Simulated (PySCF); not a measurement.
A structure optimised at PBE-D3(BJ)/def2-SVP, used in a PySCF frequency run:

```
C
H 1 1.1073
H 1 1.1125 2 106.35
C 1 1.5357 2 110.27 3 114.98
O 4 1.2137 1 125.83 2 -39.28
C 1 1.5396 2 115.65 3 -124.39
H 6 1.1126 1 113.14 2 97.07
H 6 1.1192 7 104.75 1 120.47
C 6 1.5021 7 112.54 8 120.72
H 9 1.0994 6 123.17 7 -48.38
C 9 1.4880 10 124.06 6 173.80
H 11 1.1180 9 114.74 10 61.63
H 11 1.1180 12 104.07 4 -116.20
```
Charge 0, spin multiplicity 2.

**Question.** Write its SMILES and formula.

**Answer.** O=C1C[CH]CC1, C5H7O

**Question.** What are its rotational constants (standard atomic weights)?

**Answer.** 6.7595, 3.4279, 2.3936 GHz
